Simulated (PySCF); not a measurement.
## Sb⁺: ionisation energy

Sb⁺ [Kr] 4d10 5s2 5p2 (3P) → Sb²⁺ [Kr] 4d10 5s2 5p1 (2P), as a difference of total energies. All numbers are calculated (PySCF 2.14, a scalar-relativistic core potential, in def2-SVP with the def2 core potential (28 electrons)). Correlated levels: valence: 4s2 4p6 4d10 frozen. The calculations carry no spin-orbit coupling.

```tsv
method	ionisation energy (eV)
UHF	15.995
PBE	16.490
B3LYP	16.521
MP2 (valence)	16.213
SCS-MP2 (valence)	16.160
CCSD (valence)	16.241
CCSD(T) (valence)	16.246
```

How much does correlation contribute at CCSD(T) (valence)?

16.246 − (15.995) = 0.251 eV, measured against UHF.

The reference lies between the lowest fine-structure levels, while these numbers refer to the centres of the terms.

Errors of the correlated levels include the incompleteness of this basis and the frozen core.

For comparison: 16.626 ± 0.025 eV (measured; NIST Atomic Spectra Database, ionization energies).
